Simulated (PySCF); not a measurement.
Geometry:
```
atom   x (Å)   y (Å)   z (Å)
  C1  -1.616   2.203   0.216
  C2  -0.550   1.477  -0.595
  C3  -0.420  -0.040  -0.318
  C4  -1.711  -0.758  -0.700
  C5  -1.996  -2.193  -0.355
  C6  -2.818  -1.101   0.261
 Si7   0.189  -0.345   1.465
  C8   1.815   0.572   1.728
 Si9   3.182   0.029   0.550
 C10   2.575   0.125  -1.231
Si11   0.918  -0.739  -1.486
 H12  -1.404   2.167   1.296
 H13  -1.674   3.262  -0.076
 H14  -2.609   1.756   0.063
 H15   0.423   1.973  -0.433
 H16  -0.769   1.615  -1.671
 H17  -2.062  -0.461  -1.697
 H18  -1.284  -2.721   0.286
 H19  -2.453  -2.823  -1.123
 H20  -3.850  -0.969  -0.073
 H21  -2.664  -0.885   1.322
 H22  -0.808   0.089   2.496
 H23   0.429  -1.808   1.679
 H24   2.150   0.403   2.766
 H25   1.644   1.657   1.622
 H26   3.548  -1.389   0.863
 H27   4.405   0.873   0.740
 H28   2.481   1.183  -1.529
 H29   3.328  -0.328  -1.898
 H30   0.436  -0.550  -2.894
 H31   1.091  -2.206  -1.243
```

Geometry: PBE0-D3(BJ)/def2-SVP; GIAO shifts from PySCF 2.14.0 with density-fitted response routines, gas phase, non-relativistic, averaged over equivalent atoms.

At PBE0/pcSseg-1 (308 basis functions):
| atoms | δ (ppm) |
| --- | --- |
| C2 | 30.2 |
| C4 | 17.5 |
| C3 | 16.2 |
| C1 | 12.2 |
| C5/C6 | 4.2 |
| C8/C10 | -11.6 |
| Si7/Si11 | -35.5 |
| Si9 | -37.3 |
| H27 | 4.59 |
| H22/H30 | 4.27 |
| H26 | 4.21 |
| H23/H31 | 4.10 |
| H15/H16 | 1.49 |
| H12/H13/H14 | 1.20 |
| H18/H21 | 0.51 |
| H19/H20 | 0.39 |
| H17 | 0.21 |
| H25/H28 | -0.07 |
| H24/H29 | -0.29 |

Referencing at the same level of theory: ¹³C (184.41 ppm), ²⁹Si (351.99 ppm), ¹H (31.27 ppm) vs TMS.

Question: Estimate the result of repeating the calculation with WP04/pcSseg-1.

Answer: 
```tsv
atoms	δ at WP04/pcSseg-1	change
C2	32.0	+1.8
C4	19.3	+1.8
C3	19.2	+3.0
C1	14.6	+2.4
C5/C6	6.1	+1.9
C8/C10	-9.9	+1.7
Si7/Si11	-31.1	+4.4
Si9	-33.9	+3.4
H27	3.88	-0.71
H22/H30	3.62	-0.65
H26	3.51	-0.70
H23/H31	3.41	-0.69
H15/H16	1.40	-0.09
H12/H13/H14	1.16	-0.04
H18/H21	0.50	-0.01
H19/H20	0.40	+0.01
H17	0.30	+0.09
H25/H28	-0.15	-0.08
H24/H29	-0.31	-0.02
```

Chemical shifts δ = σref − σ; ¹³C (σ = 172.44 ppm) and ²⁹Si (σ = 338.69 ppm) and ¹H (σ = 31.56 ppm) vs TMS, all at this level.

The largest change is at Si7/Si11 (silicon bonded to 2 C, 2 H, in a 6-membered ring). Cost: 308 basis functions. The order of the carbon signals is the same at both levels.
